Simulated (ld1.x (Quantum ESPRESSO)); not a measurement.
Before and after: ultrasoft potential for As (Z = 33)

* Element: As
* Generator: ld1.x (Quantum ESPRESSO) 7.5
* Type: ultrasoft
* Functional: PBEsol
* Relativity: fully relativistic
* Frozen core: [Ar]
* Valence charge: 15
* Reference configuration: 3d10 4s2 4p3
* Partial waves: 4s (bound): rcut 1.20, rcutus 1.55 bohr; 4s channel at -0.05 Ry: rcut 1.20, rcutus 1.55 bohr; 4p (bound): rcut 1.50, rcutus 2.05 bohr; 4p channel at -0.05 Ry: rcut 1.50, rcutus 2.05 bohr; 3d (bound): rcut 0.55, rcutus 0.70 bohr; 3d channel at -2.65 Ry: rcut 0.55, rcutus 0.70 bohr
* Local potential: all-electron potential smoothed inside 1.75 bohr (lloc = -1)
* Core correction: none
* Augmentation charge: built from norm-conserving waves at rcut, not smoothed further

Open shells are filled in proportion to 2j + 1 (rel_dist='average').

Change: wave 4p channel at -0.05 Ry: rcut 1.50, rcutus 2.05 bohr becomes 4p channel at -0.27 Ry: rcut 1.50, rcutus 2.05 bohr.

Cutoffs: the cutoffs (Ry, on a coarse ladder) from which the occupation-weighted sum of valence levels, in a spherical-Bessel basis at the reference potential, stays within 10 and 1 mRy of its value at 400 Ry; they do not see the model core or the augmentation charge, which bear on the density cutoff. Errors are all-electron minus pseudo energies relative to the spin-unpolarised reference configuration.

Question: What does the change do?

Answer: Of the 7 tests that both files solve, the error grows in 1 and shrinks in 0 by more than 15 % and 0.3 meV (median size 2.1 → 2.4 meV); neither file shows a bound ghost.

```csv
quantity,base,changed
"cutoff, loose",over 300 Ry,over 300 Ry
"cutoff, tight",over 300 Ry,over 300 Ry
bound ghosts,none,none
"error for 3d10 4s2 4p2, meV [ΔE 9.16 eV]",-0.7,-0.6
"error for 3d10 4s2 4p1, meV [ΔE 27.11 eV]",-4.4,-4.0
"error for 3d10 4s2 4p0, meV [ΔE 54.83 eV]",-11,-11
"error for 3d10 4s1 4p4, meV [ΔE 9.42 eV]",+0.4,+0.4
"error for 3d10 4s1 4p3, meV [ΔE 19.27 eV]",+1.3,+1.6
"error for 3d10 4s1 4p0, meV [ΔE 105.46 eV]",+14,+14
"error for 3d10 4s0 4p5, meV [ΔE 19.06 eV]",+2.1,+2.4
s: phases at 2.25 bohr within 0.05 rad from the reference energy up to (Ry; the scan ends near 5),4.2,4.2
p1/2: phases at 2.25 bohr within 0.05 rad from the reference energy up to (Ry; the scan ends near 5),to the end of the scan,to the end of the scan
p3/2: phases at 2.25 bohr within 0.05 rad from the reference energy up to (Ry; the scan ends near 5),to the end of the scan,to the end of the scan
d3/2: phases at 2.25 bohr within 0.05 rad from the reference energy up to (Ry; the scan ends near 5),to the end of the scan,to the end of the scan
d5/2: phases at 2.25 bohr within 0.05 rad from the reference energy up to (Ry; the scan ends near 5),to the end of the scan,to the end of the scan
lowest overlap eigenvalue by channel,"s 0.44, p1/2 0.65, p3/2 0.63, d3/2 1.00, d5/2 1.00","s 0.44, p1/2 0.65, p3/2 0.64, d3/2 1.00, d5/2 1.00"
```
